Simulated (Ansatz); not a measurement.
Species: H₄SiPO, charge 0, doublet. H4SiPO (SMILES [O][SiH2]P, doublet).
B3LYP-D3(BJ)/def2-TZVP minimum from Ansatz (a program for electronic structure):
```
Si
O 1 1.5922
H 1 1.4819 2 118.90
H 1 1.4819 3 110.29 2 -142.43
P 1 2.3130 3 106.88 4 -115.83
H 5 1.4128 1 98.60 3 -72.11
H 5 1.4128 6 96.22 2 74.02
```
Charge 0, spin multiplicity 2.

Total energies in cc-pV(D+d)Z, 19 correlated electrons, 11 frozen orbitals. Radicals and triplets start from unrestricted determinants; spin-orbit coupling is neglected. Cores are frozen in correlated methods. No relativity. The UHF reference of H4OPSi ([O][SiH2]P, doublet) is spin-contaminated (<S^2> up to 0.03 over the pure value in the sets run).

```
method    program  energy (Eh)  minus CCSDT(Q) (mEh)
--------  -------  -----------  --------------------
HF         Ansatz   -706.84833                444.26
MP2        Ansatz   -707.21775                 74.84
CCSD       Ansatz   -707.27626                 16.34
CCSD(T)    Ansatz   -707.28900                  3.60
CCSDT(Q)   Ansatz   -707.29259                  0.00
```

Rough core times of Ansatz's runs on a shared machine: CCSD(T) 30 s, CCSDT(Q) 20 min.
